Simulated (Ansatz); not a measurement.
`B[SiH2]B` + HBr → `B[SiH2]Br` + BH₃ at 600 K and 1 bar (cleavage of the Si–B bond).

Isolated molecules relaxed with PBE0-D4/def2-TZVP in Ansatz; ΔE leaves out vibrations. CCSD(T)/CBS is the MP2 limit (def2-TZVPP, def2-QZVPP) plus CCSD(T) − MP2 in def2-TZVPP, frozen cores. This one scheme is used for every species. For Br outer-core shells are correlated without core-valence functions, which leaves a few kJ/mol of doubt a bond. Scalar relativity is left out up to krypton.

```tsv
species	CCSD(T)/CBS energy (Eh)	H − E (kJ/mol)	S (J/(mol·K))
`B[SiH2]B`	-342.19118	202.2	388.0
HBr	-2573.91920	33.5	219.1
`B[SiH2]Br`	-2889.59767	145.0	386.1
BH₃	-26.55200	91.5	217.3
```

H − E and S are ideal-gas, rigid-rotor, harmonic terms from PBE0-D4/def2-TZVP. 1 Eh = 2625.50 kJ/mol, R = 8.31446 J/(mol·K).

**Question.** By hand: ΔE, ΔH, ΔS and ΔG.

**Answer.** ΔE = (-2889.59767) + (-26.55200) − (-342.19118) − (-2573.91920) = -0.03929 Eh = -103.2 kJ/mol. Δ(H − E) = 145.0 + 91.5 − 202.2 − 33.5 = 0.8, so ΔH = -102.4 kJ/mol. ΔS = 386.1 + 217.3 − 388.0 − 219.1 = -3.7 J/(mol·K). ΔG = -102.4 − 600 × (-3.7)/1000 = -100.2 kJ/mol.

**Question.** By hand: the equilibrium constant, and the temperature at which ΔG would vanish if ΔH and ΔS stayed fixed.

**Answer.** log₁₀ K = −ΔG/(RT ln 10) = 8.7. ΔG = 0 at ΔH/ΔS = 27676 K, far beyond where these terms or the molecules hold.

The number of gas molecules stays the same, so ΔS is small and ΔH decides. A doubt of 5 kJ/mol in ΔE shifts log₁₀ K by 0.4 here. These are equilibria of isolated gas molecules and say nothing of rates. Largest T1 diagnostic: 0.015 (customary marks: 0.02 for closed shells, 0.045 for open ones).
